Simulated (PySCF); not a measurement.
Isomers of C4H5F3O. Method used: PBE0-D3(BJ)/def2-SVP geometry optimisation, gas phase (PySCF 2.14.0). Energies are electronic, without zero-point or thermal terms, for one conformer each. No frequencies were run at this level. Point groups hold within 0.08 Å.

Question: Order them by energy at this level, lowest first, and give relative energies in kJ/mol.
A. `[CH3:1][C:2](=[O:3])[CH2:4][C:5]([F:6])([F:7])[F:8]` with C1–C2–C4–C5 -44°
B. `[CH3:1][CH2:2][C:3](=[O:4])[C:5]([F:6])([F:7])[F:8]` with C1–C2–C3–O4 -3°

Answer: A (0.0), B (28.8).

| SMILES | E (Eh) | E rel (kJ/mol) | dipole (D) | point group | A, B, C (MHz) |
| --- | --- | --- | --- | --- | --- |
| CC(=O)CC(F)(F)F | -529.26864 | 0.0 | 1.69 | C1 | 3609, 1393, 1246 |
| CCC(=O)C(F)(F)F | -529.25767 | 28.8 | 2.52 | near Cs | 3534, 1415, 1247 |

Q: How do the relative energies change in single points at CAM-B3LYP/pcSseg-2 (no added dispersion term) on the same geometries?

A: 
```json
{"SMILES": "CC(=O)CC(F)(F)F", "PBE0-D3(BJ)/def2-SVP (kJ/mol)": "0.0", "CAM-B3LYP/pcSseg-2 (kJ/mol)": "0.0", "shift": "0.0"}
{"SMILES": "CCC(=O)C(F)(F)F", "PBE0-D3(BJ)/def2-SVP (kJ/mol)": "28.8", "CAM-B3LYP/pcSseg-2 (kJ/mol)": "30.6", "shift": "+1.8"}
```

Each column counts from its own lowest isomer. The order is unchanged; the largest shift is 1.8 kJ/mol.
